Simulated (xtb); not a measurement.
CsI, triplet, at the geometry of the source list (GFN-xTB shapes and energies of metal compounds can be far from the true ones) (a higher spin typed on purpose: for a closed-shell molecule this is an excited state); GFN1-xTB in xtb 6.7.1.

The xtb input:
```
$ xtb mol.xyz --gfn 1 --uhf 2 --hess --json

# file mol.xyz
2

Cs    -1.12140000    -0.79660000    -0.95550000
I      1.12140000     0.79660000     0.95550000
```

It wrote (shortened):

```
   ID    Z sym.   atoms
    1   55 Cs     1
    2   53 I      2

           -------------------------------------------------
          |                Calculation Setup                |
           -------------------------------------------------

           -------------------------------------------------
          |                 G F N 1 - x T B                 |
           -------------------------------------------------

          ...................................................
          :                      SETUP                      :
          :.................................................:
          :  # basis functions                  14          :
          :  # atomic orbitals                  13          :
          :  # shells                            5          :
          :  # electrons                         8          :
          :  # halogen bonds                     0          :
          :  max. iterations                   250          :
          :  Hamiltonian                  GFN1-xTB          :
          :  restarted?                      false          :
          :  GBSA solvation                  false          :
          :  PC potential                    false          :
          :  electronic temp.          300.0000000     K    :
          :  accuracy                    1.0000000          :
          :  -> integral cutoff          0.2500000E+02      :
          :  -> integral neglect         0.1000000E-07      :
          :  -> SCF convergence          0.1000000E-05 Eh   :
          :  -> wf. convergence          0.2000000E-04 e    :
          :  Broyden damping             0.4000000          :
          :  net charge                          0          :
          :  unpaired electrons                  2          :
          ...................................................

 iter      E             dE          RMSdq      gap      omega  full diag
   1     -5.4319979 -0.543200E+01  0.477E+01    2.70       0.0  T
   2     -4.1172896  0.131471E+01  0.147E+01    1.03       1.0  T
   3     -3.7761414  0.341148E+00  0.137E+01    0.02       1.0  T
   4     -3.7681719  0.796952E-02  0.126E+01    0.01       1.0  T
   5     -6.6674767 -0.289930E+01  0.490E+01    5.45       1.0  T
   6     -4.1359904  0.253149E+01  0.357E+01    1.62       1.0  T
   7     -3.7925621  0.343428E+00  0.112E+01    0.02       1.0  T
   8     -4.1158646 -0.323302E+00  0.102E+01    0.48       1.0  T
[...]
         :: total energy              -4.123683706429 Eh    ::
[...]

    mode    ω/cm⁻¹     T·S(HO)/kcal·mol⁻¹    T·S(FR)/kcal·mol⁻¹   T·S(vib)
   ------------------------------------------------------------------------
       1    113.60    -0.95601 ( 96.38%)    -0.81335 (  3.62%)    -0.95085
   ------------------------------------------------------------------------

   temp. (K)  partition function   enthalpy   heat capacity  entropy
                                   cal/mol     cal/K/mol   cal/K/mol   J/K/mol
 298.15  VIB   2.37                  444.864      1.904      3.189
         ROT  0.895E+04              592.502      1.987     20.071
         INT  0.212E+05             1037.366      3.891     23.260
         TR   0.405E+28             1481.254      4.968     42.545
         TOT                        2518.6196     8.8595    65.8050   275.3280

       T/K    H(0)-H(T)+PV         H(T)/Eh          T*S/Eh         G(T)/Eh
   ------------------------------------------------------------------------
    298.15    0.401368E-02    0.427247E-02    0.312661E-01   -0.269936E-01
   ------------------------------------------------------------------------

         :::::::::::::::::::::::::::::::::::::::::::::::::::::
         ::                  THERMODYNAMIC                  ::
         :::::::::::::::::::::::::::::::::::::::::::::::::::::
         :: total free energy          -4.150677304639 Eh   ::
         ::.................................................::
         :: total energy               -4.123683706429 Eh   ::
         :: zero point energy           0.000258795601 Eh   ::
         :: G(RRHO) w/o ZPVE           -0.027252393812 Eh   ::
         :: G(RRHO) contrib.           -0.026993598211 Eh   ::
         :::::::::::::::::::::::::::::::::::::::::::::::::::::

           -------------------------------------------------
          | TOTAL ENERGY               -4.123683706429 Eh   |
          | TOTAL ENTHALPY             -4.119411234937 Eh   |
          | TOTAL FREE ENERGY          -4.150677304639 Eh   |
          | GRADIENT NORM               0.014490306719 Eh/α |
          | HOMO-LUMO GAP               2.417778987223 eV   |
           -------------------------------------------------
########################################################################
[WARNING] Runtime exception occurred
-1- hessian_numhess: Hessian on incompletely optimized geometry!
########################################################################

normal termination of xtb
```
